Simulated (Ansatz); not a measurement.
Computed with Ansatz on PBE0-D4/def2-TZVP structures; ΔE is electronic, products minus reactants. CCSD(T)/CBS is the MP2 limit (def2-TZVPP, def2-QZVPP) plus CCSD(T) − MP2 in def2-TZVPP, frozen cores. Functionals use def2-TZVPP. For Ge outer-core shells are correlated without core-valence functions, which leaves a few kJ/mol of doubt a bond. Scalar relativity is left out up to krypton. One conformer a species, not always the lowest.

Reaction (redistribution): `CSB(O)F` + `[GeH3][C]1=CO1` → `OB(F)C1=CO1` + `C[S][GeH3]`

```tsv
species	LC-ωPBE energy (Eh)
`CSB(O)F`	-638.62742
`[GeH3][C]1=CO1`	-2230.37132
`OB(F)C1=CO1`	-352.46300
`C[S][GeH3]`	-2516.54195
```

(1) Work out ΔE.

(2) What do rigid-rotor, harmonic-oscillator terms from PBE0-D4/def2-TZVP frequencies (298.15 K, 1 bar) make of the CCSD(T)/CBS value? (Estimate.)

Largest T1 diagnostic among the species: 0.022, so the coupled-cluster value is less sure than usual.

Answers

(1) ΔE = (-352.46300) + (-2516.54195) − (-638.62742) − (-2230.37132) = -0.00621 Eh = -0.17 eV. CCSD(T)/CBS gives -0.15 eV.

(2) The calculation gave: ΔZPE = +0.01 eV, ΔH = -0.14 eV, ΔS = -7 J/(mol·K), ΔG = -0.12 eV.

From PBE to PBE0 (25 % exact exchange), in def2-TZVPP and without D4, ΔE moves by +0.04 eV. Leaving LDA and LC-ωPBE aside and taking each functional with its dispersion term where it has one, the values, not all of them listed here, spread over 0.12 eV, from BLYP-D4 to PBE-QIDH. LDA lies +0.03 eV from PBE without D4. In def2-TZVPP, CCSD(T) changes the Hartree–Fock value by +0.12 eV (the triples alone add −0.00 eV) and MP2 by +0.15 eV.
